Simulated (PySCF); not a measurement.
Species: C6H8FN.
Atom-mapped SMILES: `[NH2:1][CH2:2][C:3]#[C:4][C@@H:5]1[CH2:6][C@@H:7]1[F:8]` (hydrogens: H9, H10 on N1; H11, H12 on C2; H13 on C5; H14, H15 on C6; H16 on C7)

The same species was optimised twice, with GFN2-xTB and with PBE0-D3(BJ)/def2-SVP (PySCF), and the same property calculations (PySCF, gas phase) were run on both structures.

```
  coordinate  GFN2-xTB  PBE0-D3(BJ)/def2-SVP  change
   C3≡C4 (Å)     1.201                 1.214  +0.013
   C7–F8 (Å)     1.362                 1.350  -0.012
   C2–C3 (Å)     1.457                 1.468  +0.011
   C5–C6 (Å)     1.514                 1.523  +0.009
   C6–C7 (Å)     1.491                 1.481  -0.010
   C4–C5 (Å)     1.430                 1.436  +0.006
   N1–C2 (Å)     1.457                 1.452  -0.005
   C5–C7 (Å)     1.506                 1.506   0.000
C2–C3–C4 (°)     174.5                 176.5    +2.0
N1–C2–C3 (°)     113.9                 115.5    +1.6
C4–C5–C6 (°)     119.0                 120.3    +1.3
C5–C7–F8 (°)     118.8                 117.9    -0.9
C5–C7–C6 (°)      60.7                  61.3    +0.6
C6–C5–C7 (°)      59.2                  58.6    -0.6
C3–C4–C5 (°)     179.1                 179.4    +0.3
C4–C5–C7 (°)     119.4                 119.7    +0.3
```

Rotational constants: A = 4162, B = 1004, C = 869.8 MHz (GFN2-xTB) against A = 4249, B = 970.8, C = 850.5 MHz (PBE0-D3(BJ)/def2-SVP). Point groups within 0.08 Å: C1 and C1.

On the GFN2-xTB structure: HOMO (eV) -6.80 [PBE0/pcSseg-1]; LUMO (eV) 0.77 [PBE0/pcSseg-1]; dipole (D) 2.38 [PBE0/pcSseg-1]; GIAO shielding of N1 (ppm) 221.8 [PBE0/pcSseg-1]; GIAO shielding of C2 (ppm) 151.0 [PBE0/pcSseg-1]; GIAO shielding of C3 (ppm) 98.5 [PBE0/pcSseg-1]; GIAO shielding of C4 (ppm) 100.3 [PBE0/pcSseg-1]; GIAO shielding of C5 (ppm) 177.0 [PBE0/pcSseg-1]; GIAO shielding of C6 (ppm) 170.2 [PBE0/pcSseg-1]; GIAO shielding of C7 (ppm) 111.9 [PBE0/pcSseg-1]; GIAO shielding of F8 (ppm) 414.8 [PBE0/pcSseg-1].

**Question.** What do these properties become on the PBE0-D3(BJ)/def2-SVP structure?

**Answer.** 
```
                                    property          level  on GFN2-xTB  on PBE0-D3(BJ)/def2-SVP  change
                                   HOMO (eV)  PBE0/pcSseg-1        -6.80                    -6.89   -0.09
                                   LUMO (eV)  PBE0/pcSseg-1         0.77                     0.67   -0.10
                                  dipole (D)  PBE0/pcSseg-1         2.38                     2.40   +0.02
energy, GFN2-xTB geometry as zero (kcal/mol)  PBE0/pcSseg-1          0.0                     -0.5    -0.5
                  GIAO shielding of N1 (ppm)  PBE0/pcSseg-1        221.8                    223.2    +1.4
                  GIAO shielding of C2 (ppm)  PBE0/pcSseg-1        151.0                    149.6    -1.4
                  GIAO shielding of C3 (ppm)  PBE0/pcSseg-1         98.5                     97.7    -0.8
                  GIAO shielding of C4 (ppm)  PBE0/pcSseg-1        100.3                     99.5    -0.8
                  GIAO shielding of C5 (ppm)  PBE0/pcSseg-1        177.0                    175.9    -1.1
                  GIAO shielding of C6 (ppm)  PBE0/pcSseg-1        170.2                    168.2    -2.0
                  GIAO shielding of C7 (ppm)  PBE0/pcSseg-1        111.9                    113.1    +1.2
                  GIAO shielding of F8 (ppm)  PBE0/pcSseg-1        414.8                    415.1    +0.3
```

The heavy atoms differ by 0.056 Å rms after alignment. Among bonds between heavy atoms C3≡C4 and C7–F8 change most and about equally (-0.012 to +0.013 Å). Changes are differences of the printed values. Neither structure is proved a minimum here.

Shape of the structure used: `[NH2:1][CH2:2][C:3]#[C:4][C@@H:5]1[CH2:6][C@@H:7]1[F:8]`: H–N1–C2–C3 -58°, H–N1–C2–C3 57°.
